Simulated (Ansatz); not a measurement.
Reaction (formal exchange of groups at a B–Si bond): `B[SiH](Cl)BN` + `CBr` → `NBCBr` + `B[SiH2]Cl`

Computed with Ansatz on PBE0-D4/def2-TZVP structures; ΔE is electronic, products minus reactants. CCSD(T)/CBS adds triple-zeta CCSD(T) − MP2 to the extrapolated MP2 energy (def2 sets, frozen cores). DFT in def2-TZVPP. B3LYP here is the variant with VWN-RPA as its local correlation; programs differ in this. For Br outer-core shells are correlated without core-valence functions, which leaves a few kJ/mol of doubt a bond. Scalar relativity is left out up to krypton. Each species was taken in one conformer, which may not be the lowest.

| level | ΔE (kJ/mol) | difference from CCSD(T)/CBS |
| --- | --- | --- |
| revPBE-D4 | -4.0 | 11.8 |
| CAM-B3LYP-D4 | -16.7 | -0.9 |
| ωB97M-V | -17.1 | -1.3 |
| revPBE | -3.7 | 12.1 |
| B3LYP | -14.3 | 1.5 |
| BHLYP | -19.7 | -3.9 |
| HF/def2-SVP | -24.0 | -8.2 |
| HF/def2-TZVPP | -25.3 | -9.5 |
| MP2/def2-TZVPP | -18.8 | -3.0 |
| MP2/CBS(def2) | -19.5 | -3.7 |
| CCSD(T)/CBS | -15.8 | 0 |

Largest T1 diagnostic among the species: 0.013.

From BLYP to BHLYP (50 % exact exchange), in def2-TZVPP and without D4, ΔE moves by −9.1 kJ/mol. In def2-TZVPP, CCSD(T) changes the Hartree–Fock value by +10.2 kJ/mol (the triples alone add +2.0 kJ/mol) and MP2 by +6.5 kJ/mol.
